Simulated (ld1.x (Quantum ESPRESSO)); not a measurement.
Values are calculated unless marked as measured or tabulated.
## Hardness and transferability of assorted potentials

Generated with ld1.x 7.5 (TM, RRKJ, ultrasoft, PAW), atompaw 4.2 or ONCVPSP 4.0.1. The cutoff is in Ry: for ld1.x and atompaw files where the sum of valence levels is converged to 10 mRy in a Bessel basis, for ONCV files where the hardest occupied wave has 1 mHa per electron of residual kinetic energy. The error is the largest all-electron minus pseudo excitation energy over each file’s own four to seven test configurations (ionisations up to +4, promotions, holes and added fractions of an electron), all of which were solved. The labels leave out finer settings (local radius, basis sizes, second energies), which also bear on the numbers. Spin-polarised tests are not counted. The rows are a selection from randomly drawn settings: files with unsolved tests, undetermined cutoffs or missed reference levels are left out.

A true bound ghost makes a file unfit for plane-wave use even where its test errors are small: the radial tests pick states by their node count and pass the ghost by.

```csv
element,potential,cutoff (Ry),largest error (meV),bound ghosts
C,"PAW, PW91, scalar-relativistic, rc 1.50/1.65/1.60 (spd), local smoothed, core correction yes, reference 2s2 2p2",21,-16,none
S,"PAW, BLYP, scalar-relativistic, rc 1.55/1.35/1.20 (spd), local smoothed, core correction yes, reference 3s2 3p4",15,-33,none
Ti,"TM, BLYP, scalar-relativistic, rc 2.95/4.05/1.70 (spd), local s, core correction no, reference 3d2 4s1.75 4p0.25",70,+191,none
In,"TM, PW91, scalar-relativistic, rc 2.05/2.20/2.30 (spd), local smoothed, core correction yes, reference 5s2 5p1",10,-213,d
Sb,"ultrasoft, LDA (PZ), scalar-relativistic, rc 1.90/2.30/1.75 (spd), local smoothed, core correction yes, reference 4d10 5s2 5p3",45,-77,none
Te,"ultrasoft, PBE, scalar-relativistic, rc 1.75/2.05/1.95 (spd), local smoothed, core correction yes, reference 5s2 5p4",10,-435,s
Hf,"RRKJ, PW91, scalar-relativistic, rc 2.90/1.70/2.10/2.70 (spdf), local s, core correction yes, reference 5p6 5d2 6s0.5 6p0",45,-950,none
Hf,"TM, PBE, scalar-relativistic, rc 2.30/3.00/1.90/3.30 (spdf), local s, core correction yes, reference 5d2 6s2 6p0",25,-300,none
Ta,"TM, LDA (PZ), scalar-relativistic, rc 2.15/4.05/2.25 (spd), local s, core correction yes, reference 5d3 6s2 6p0",30,-226,none
```

**Question.** Fill in the row for C: TM, BP86, non-relativistic, rc 1.25/1.60/1.50 (spd), local s, core correction no, reference 2s2 2p2.

**Answer.** cutoff 40 Ry, largest error +319 meV, bound ghosts: none.
